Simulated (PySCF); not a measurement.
SMILES [F][Al]([F])[GeH3], B3LYP/def2-SVP optimised geometry. Atoms within 1.6 Å of the plane z = 0.0 Å (x, y, z in Å): Al1 (0.55, -0.80, 0.00), F2 (-0.19, -2.29, 0.01), F3 (2.21, -0.80, 0.00), Ge4 (-0.72, 1.30, 0.00), H5 (-0.13, 2.29, -1.02), H6 (-2.21, 1.06, -0.34), H7 (-0.65, 1.97, 1.39).

Level of theory: B3LYP/def2-TZVP run with PySCF 2.14.0. Cells within 0.4 Å of a nucleus heavier than hydrogen are left out (blank, or x).

Map of the electron localisation function on the plane z = 0.0 Å:

```
|00000000000000000000000000000|
|00000000000000000000000000000|
|00000000000000000000000000000|
|00000000000000100000000000000|
|00000000000112221000000000000|
|00000000001233432100000000000|
|00000111112344543100000000000|
|00013665322223543100000000000|
|00048999741221242100000000000|
|00179999932xx5132100000000000|
|00289999933xx7133200000000000|
|002999999517x4156400000000000|
|00189999971111588410011100000|
|00059999864458997311344310000|
|00016887534689820015677531000|
|00001332113686035117888741000|
|000000000012312xx618xxx852000|
|000000000000102xx618xxx852000|
|00000000000133025117888741000|
|00000000002577730015677531000|
|0000000001478x886101344310000|
|0000000002578xx87300011100000|
|0000000002478xx86300000000000|
|00000000013678875200000000000|
|00000000001356653100000000000|
|00000000000123321000000000000|
|00000000000000100000000000000|
|00000000000000000000000000000|
|00000000000000000000000000000|
```
Scale: ten equal steps from 0.000 (start of '0') to 0.999 (end of '9'), in the order '0123456789'; x runs from -4.50 to 4.50, y from -4.50 (bottom) to 4.50 (top).
